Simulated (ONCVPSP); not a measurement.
vanadium: excitation energies, all-electron against ONCV

V, optimised norm-conserving Vanderbilt (ONCV), made with ONCVPSP 4.0.1 (PBE, fully relativistic). Core [Ne], reference 3s2 3p6 3d3 4s1.5 (charge +0.5). Waves: 3s+4s: rc 1.25 bohr, ncon 3, nbas 6, qcut 12.3 1/bohr, 2 projectors; 3p: rc 1.45 bohr, ncon 4, nbas 8, qcut 7.7 1/bohr, 2 projectors, debl 1.1 Ha; 3d: rc 1.10 bohr, ncon 3, nbas 8, qcut 9.2 1/bohr, 3 projectors, debl 1.5 Ha. Local part: polynomial inside 0.90 bohr (lpopt 5, dvloc0 0 Ha). Core correction: Teter function, fcfact 4.75, rcfact 1.5.

Open shells are filled in proportion to 2j + 1.

In the p channel the program set the typed energies aside and used -1.741, 0.250 Ha (j = l + 1/2; the other j can differ).

Energies are relative to the spin-unpolarised reference configuration 3s2 3p6 3d3 4s1.5; without spin polarisation the order of configurations can differ from experiment.

```tsv
valence configuration	charge	ΔE all-electron (eV)	error AE − PS (meV)
3s2 3p6 3d3 4s1	+1	4.643	+0.1
3s2 3p6 3d3 4s0	+2	18.939	+0.4
```

Question: What are ΔE and the potential's error for 3s2 3p6 3d3 4s0 4p2?

Answer: ΔE = 3.763 eV all-electron; the error (AE − PS) is +0.2 meV.

Question: What are ΔE and the potential's error for 3s2 3p6 3d3 4s2?

Answer: ΔE = -3.092 eV all-electron; the error (AE − PS) is -0.1 meV.

Levels in the configuration 3s2 3p6 3d3 4s0 4p2:

| level | all-electron (eV) | pseudo (eV) |
| --- | --- | --- |
| 3s j=1/2 | -72.929 | -72.931 |
| 3p j=3/2 | -46.464 | -46.465 |
| 3p j=1/2 | -47.295 | -47.296 |
| 3d j=5/2 | -7.661 | -7.674 |
| 3d j=3/2 | -7.729 | -7.740 |
| 4p j=3/2 | -2.629 | -2.629 |
| 4p j=1/2 | -2.668 | -2.668 |

These tests converged, but a pseudo level misses the all-electron one widely, so the file describes the atom poorly there or has found another state: 3s2 3p6 3d3 4s0 4p2: empty 4s by 11.6 eV.

Note: no bound ghost flagged; GHOST(+) flagged for d5/2 at 92.8 eV, d3/2 at 106.1 eV, s at 546.7 eV.
